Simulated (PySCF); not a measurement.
# Exercise with solution: oscillator strength and radiative lifetime

Si(Cl)(H)2(NHMe) (CH6ClNSi), SMILES CN[SiH2]Cl.

Geometry: B3LYP-D3(BJ)/def2-SVP. Other conformers were not sampled.

TDDFT-B3LYP/def2-SVPD (PySCF) puts the first singlet state with f over 0.02 at 6.66 eV (vertical), with the transition dipole (0.669, -0.020, -0.006) in atomic units.

Task: Find the oscillator strength, the wavelength and the radiative lifetime that this transition would have in vacuum if emission retraced absorption.

Result: 
|μ|² = 0.4480 au, so |μ| = 1.70 D. ΔE = 6.66/27.211 = 0.2448 hartree. f = (2/3) ΔE |μ|² = 0.073 (the program prints 0.073).
λ = 1239.84/6.66 = 186 nm; ν = 53716 cm⁻¹.
Einstein's coefficient A = 0.6670 ν² f s⁻¹ (ν in cm⁻¹) = 1.4e8 s⁻¹, so τ = 1/A = 7.1 ns. This state is S2; the lower singlet has f = 0.009. The figure is the radiative limit of this one transition; relaxation, internal conversion, crossing to triplets and a medium change what is measured.
